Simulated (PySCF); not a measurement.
Atomic charges against the basis set

Species: C2H8Si3.
Bonds: C1–C2 (triple), C2–Si3, Si3–Si4, Si4–Si5. Hydrogens: H6 on C1; H7, H8 on Si3; H9, H10 on Si4; H11, H12, H13 on Si5.

PBE0 throughout (PySCF), one geometry, spherical d and f functions. The structure is a single PBE0-D3(BJ)/def2-SVP conformer in the gas phase; no vibrational or solvent corrections. Atoms taken as equivalent share a column and are averaged. The first 7 of 9 kinds of atom are listed.

Mulliken charges (e):

```
        basis  functions      C1      C2     Si3     Si4     Si5      H6   H7/H8
       STO-3G         45  -0.151  -0.239  +0.453  +0.249  +0.349  +0.111  -0.105
        6-31G         73  -0.332  -0.241  +0.493  +0.087  +0.285  +0.264  -0.081
     pcSseg-0         73  -0.365  -0.396  +0.504  -0.148  +0.102  +0.286   0.000
       6-31G*         98  -0.197  -0.162  +0.252  -0.003  +0.159  +0.238  -0.047
      cc-pVDZ        122  -0.138  -0.022  +0.198  -0.007  +0.093  +0.025  -0.026
     def2-SVP        122  -0.225  -0.031  +0.283  +0.002  +0.169  +0.053  -0.035
  aug-cc-pVDZ        199  +1.301  -0.760  -0.605  -0.740  -0.904  -0.475  +0.310
6-311+G(2d,p)        207  -0.308  +0.028  +0.175  +0.090  +0.112  +0.164  -0.040
    def2-TZVP        221  -0.196  -0.154  +0.167  +0.001  +0.020  +0.183  -0.002
      cc-pVTZ        274  -0.090  -0.218  +0.179  +0.017  +0.059  +0.160  -0.018
     IGLO-III        282  -0.229  -0.159  +0.496  +0.250  +0.491  +0.161  -0.145
     pcSseg-2        313  -0.011  -0.229  +0.360  +0.139  +0.340  +0.056  -0.092
```

IAO charges (e):

```
        basis  functions      C1      C2     Si3     Si4     Si5      H6   H7/H8
       STO-3G         45  -0.162  -0.310  +0.495  +0.233  +0.379  +0.154  -0.104
        6-31G         73  -0.183  -0.290  +0.378  +0.079  +0.176  +0.204  -0.056
     pcSseg-0         73  -0.166  -0.295  +0.367  +0.018  +0.139  +0.195  -0.047
       6-31G*         98  -0.170  -0.326  +0.477  +0.135  +0.279  +0.200  -0.090
      cc-pVDZ        122  -0.181  -0.320  +0.471  +0.136  +0.275  +0.203  -0.087
     def2-SVP        122  -0.172  -0.320  +0.477  +0.136  +0.287  +0.197  -0.091
  aug-cc-pVDZ        199  -0.193  -0.319  +0.473  +0.139  +0.276  +0.207  -0.087
6-311+G(2d,p)        207  -0.190  -0.328  +0.497  +0.150  +0.299  +0.208  -0.095
    def2-TZVP        221  -0.189  -0.331  +0.503  +0.152  +0.304  +0.208  -0.097
      cc-pVTZ        274  -0.188  -0.328  +0.492  +0.145  +0.293  +0.208  -0.093
     IGLO-III        282  -0.190  -0.330  +0.501  +0.150  +0.303  +0.209  -0.096
     pcSseg-2        313  -0.189  -0.329  +0.500  +0.148  +0.302  +0.208  -0.096
```

Hirshfeld charges (e):

```json
{"basis": "STO-3G", "functions": "45", "C1": "-0.108", "C2": "-0.168", "Si3": "+0.320", "Si4": "+0.193", "Si5": "+0.249", "H6": "+0.072", "H7/H8": "-0.075"}
{"basis": "6-31G", "functions": "73", "C1": "-0.084", "C2": "-0.158", "Si3": "+0.247", "Si4": "+0.125", "Si5": "+0.188", "H6": "+0.105", "H7/H8": "-0.058"}
{"basis": "pcSseg-0", "functions": "73", "C1": "-0.083", "C2": "-0.167", "Si3": "+0.264", "Si4": "+0.140", "Si5": "+0.202", "H6": "+0.101", "H7/H8": "-0.063"}
{"basis": "6-31G*", "functions": "98", "C1": "-0.077", "C2": "-0.153", "Si3": "+0.243", "Si4": "+0.128", "Si5": "+0.195", "H6": "+0.107", "H7/H8": "-0.062"}
{"basis": "cc-pVDZ", "functions": "122", "C1": "-0.081", "C2": "-0.154", "Si3": "+0.258", "Si4": "+0.146", "Si5": "+0.209", "H6": "+0.102", "H7/H8": "-0.066"}
{"basis": "def2-SVP", "functions": "122", "C1": "-0.080", "C2": "-0.155", "Si3": "+0.262", "Si4": "+0.152", "Si5": "+0.215", "H6": "+0.101", "H7/H8": "-0.068"}
{"basis": "aug-cc-pVDZ", "functions": "199", "C1": "-0.083", "C2": "-0.161", "Si3": "+0.260", "Si4": "+0.144", "Si5": "+0.208", "H6": "+0.101", "H7/H8": "-0.064"}
{"basis": "6-311+G(2d,p)", "functions": "207", "C1": "-0.082", "C2": "-0.164", "Si3": "+0.260", "Si4": "+0.145", "Si5": "+0.212", "H6": "+0.102", "H7/H8": "-0.064"}
{"basis": "def2-TZVP", "functions": "221", "C1": "-0.081", "C2": "-0.159", "Si3": "+0.256", "Si4": "+0.144", "Si5": "+0.208", "H6": "+0.102", "H7/H8": "-0.064"}
{"basis": "cc-pVTZ", "functions": "274", "C1": "-0.081", "C2": "-0.156", "Si3": "+0.257", "Si4": "+0.144", "Si5": "+0.207", "H6": "+0.101", "H7/H8": "-0.065"}
{"basis": "IGLO-III", "functions": "282", "C1": "-0.086", "C2": "-0.161", "Si3": "+0.260", "Si4": "+0.151", "Si5": "+0.208", "H6": "+0.100", "H7/H8": "-0.064"}
{"basis": "pcSseg-2", "functions": "313", "C1": "-0.080", "C2": "-0.160", "Si3": "+0.260", "Si4": "+0.146", "Si5": "+0.211", "H6": "+0.102", "H7/H8": "-0.066"}
```

Which scheme is steadiest as the basis changes?

Largest range over the bases for any column: Hirshfeld 0.08 e, IAO 0.24 e, Mulliken 1.67 e. Hirshfeld charges move least and Mulliken charges most, counted in e. Without the minimal STO-3G basis the ranges are Hirshfeld 0.03, IAO 0.17, Mulliken 1.67 e.

How much do the charges still move between the two largest bases, IGLO-III and pcSseg-2?

At most, over all atoms: Mulliken 0.217 e, IAO 0.003 e, Hirshfeld 0.006 e.

What do the same runs give for the total energy, the frontier levels and the dipole moment?

```tsv
basis	energy (Eh)	HOMO (eV)	LUMO (eV)	μ (D)
STO-3G	-937.9849	-5.33	4.66	0.77
6-31G	-948.8038	-7.64	0.10	0.35
pcSseg-0	-947.7464	-8.04	-0.20	0.36
6-31G*	-948.8981	-7.57	-0.08	0.48
cc-pVDZ	-948.9547	-7.65	-0.24	0.40
def2-SVP	-948.6247	-7.74	-0.34	0.45
aug-cc-pVDZ	-948.9616	-7.71	-0.46	0.34
6-311+G(2d,p)	-949.0065	-7.74	-0.52	0.37
def2-TZVP	-949.0140	-7.72	-0.48	0.40
cc-pVTZ	-949.0197	-7.72	-0.43	0.40
IGLO-III	-949.0151	-7.75	-0.51	0.40
pcSseg-2	-949.0323	-7.75	-0.48	0.39
```

The dipole is fixed by the density alone, so its range of 0.43 D shows that the density itself changes with the basis, not only its division among atoms.
